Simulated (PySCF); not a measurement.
Several molecules and their computed UV-vis stick spectra, shuffled. Method used: TDDFT PBE0/def2-SVPD, vertical, gas phase, core orbitals frozen in the response (PySCF 2.14.0, density-fitted response routines). Geometries: PBE0-D3(BJ)/def2-SVP; one conformer of each isolated species. Triplets are in the Tamm–Dancoff approximation. Relativistic effects are left out although some hold elements past zinc. Ions are computed without counter-ions or solvent.

A. `c1[cH+]c1C#CC` ([C6H5]+)
B. `CCC` (C3H8)
C. `O=CN[C@H]1CC12CCC2` (C7H11NO)
D. `FCC(F)(F)Cl` (C2H2ClF3)
E. `C[P](C)[Ga]([CH3])[CH3]` (C4H12GaP)

Lowest singlet levels (six at most, fewer where fewer were computed) with oscillator strengths:

1. 220 nm (f 0.002); 187 nm (f 0.010); 185 nm (f 0.102); 175 nm (f 0.029); 170 nm (f 0.040); 168 nm (f 0.000); T1 5.08 eV
2. 349 nm (f 0.000); 251 nm (f 0.000); 242 nm (f 0.249); 218 nm (f 0.011); 180 nm (f 0.000); 167 nm (f 0.000); T1 3.24 eV
3. 320 nm (f 0.051); 254 nm (f 0.022); 239 nm (f 0.002); 234 nm (f 0.001); 222 nm (f 0.017); 207 nm (f 0.004); T1 3.13 eV
4. 143 nm (f 0.003); 136 nm (f 0.007); 136 nm (f 0.050); 130 nm (f 0.000); 128 nm (f 0.123); 125 nm (f 0.017); T1 8.38 eV
5. 158 nm (f 0.000); 157 nm (f 0.008); 138 nm (f 0.086); 135 nm (f 0.000); 133 nm (f 0.051); 133 nm (f 0.035); T1 7.01 eV

Question: Which spectrum belongs to which structure?

Answer: 1 = C, 2 = A, 3 = E, 4 = B, 5 = D.
- A: S1 at 3.55 eV, HOMO→LUMO (99%); Löwdin shares by element: HOMO carbon 84% or more (atoms not listed hold the other 16%); LUMO carbon 78% or more (atoms not listed hold the other 22%); HOMO -12.79 and LUMO -7.42 eV.
- B: S1 at 8.65 eV, HOMO→LUMO (98%); Löwdin shares by element: HOMO carbon 54%, hydrogen 12% or more (atoms not listed hold the other 34%); LUMO carbon 54%, hydrogen 6% or more (atoms not listed hold the other 40%); HOMO -9.08 and LUMO 0.86 eV; point group C2v, 1 of its 6 listed states under f = 0.0005.
- C: S1 at 5.63 eV, HOMO-1→LUMO (78%), HOMO→LUMO (16%); S1 has the pattern of n→π* at C=O; HOMO -7.27 and LUMO 0.37 eV.
- D: S1 at 7.86 eV, HOMO→LUMO (96%); Löwdin shares by element: HOMO (one of a set within 0.03 eV) chlorine 81%, fluorine 8% or more, carbon 5% or more; LUMO chlorine 53%, carbon 33%; HOMO -9.87 and LUMO -0.24 eV; point group Cs, 2 of its 6 listed states under f = 0.0005.
- E: S1 at 3.88 eV, HOMO→LUMO (98%); Löwdin shares by element: HOMO phosphorus 53%, carbon 19% or more, gallium 13% (atoms not listed hold the other 15%); LUMO gallium 47%, carbon 18% or more, phosphorus 15% (atoms not listed hold the other 20%); HOMO -5.84 and LUMO -0.96 eV.
